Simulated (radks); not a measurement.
Excited configurations of Cs IV: one electron is placed in a higher orbital outside [Kr] 4d10 5s2 5p3. The ground configuration is [Kr] 4d10 5s2 5p4. Calculated with a radial shooting solver on a logarithmic mesh with Libxc functionals: scalar-relativistic Kohn-Sham, BLYP, spin-polarised, spherical densities, finite nucleus; open shells are filled with parallel spins first (spin-orbit coupling, left out, can overturn this in heavy ions); Fermi nuclear charge, rms radius 4.8041 fm. Excitation = E - E(ground); binding = E(ion) - E, where the ion is the core of charge +4; n* = 4/sqrt(2 binding) in atomic units, and the quantum defect is n - n*.

outer orbital  excitation (eV)  binding (eV)  quantum defect  eigenvalue (eV)  <r> (bohr)
5d                      16.407        27.411           2.182          -23.133       2.530
5f                      30.601        13.216           0.941          -11.111       4.640
6d                      29.589        14.228           2.089          -12.527       5.246
6f                      34.888         8.930           1.063           -7.729       7.833
7s                      30.009        13.808           3.029          -12.337       6.133
7p                      31.851        11.966           2.735          -10.627       6.844
7d                      34.597         9.221           2.141           -8.137       8.427

The Delta-SCF ionisation energy is 43.817 eV (NIST Atomic Spectra Database: 43 eV, theoretical). Self-interaction in the functional shifts the binding energies and quantum defects, so they are the method's values and not measured ones. Open shells are spherical and high-spin; term and fine-structure splittings are not resolved. Spin-orbit splitting is averaged out at the scalar-relativistic level.
